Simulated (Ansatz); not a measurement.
System: CH3Zn (charge 0, doublet). The spin state was set by rule; other spins were not relaxed. 
Structure (B3LYP-D3(BJ)/def2-TZVP (Ansatz, a first-principles code) minimum search):
```
C
H 1 1.0892
H 1 1.0892 2 110.98
H 1 1.0892 2 110.98 3 -123.89
Zn 1 2.0683 2 107.92 4 -118.06
```
Charge 0, spin multiplicity 2.

Parts of the frozen-core correlation energy in 6-31G (Ansatz, hartree). Frozen orbitals: 10; correlated occupied orbitals by spin: 10 and 9; virtual: 24 and 25. Open shells are spin-unrestricted. Spin-orbit coupling is left out. Non-relativistic.

```tsv
term	value
reference (HF)	-1817.04798
MP2 opposite-spin	-0.20913
MP2 same-spin	?
CCSD correlation	?
(T)	?
T1 diagnostic	0.016
largest doubles amplitude	0.052
<S^2> of the reference	0.772
```

Q: Some entries are withheld; supply them.

A: 
- MP2 same-spin, value: -0.09029
- CCSD correlation, value: -0.29828
- (T), value: -0.00629
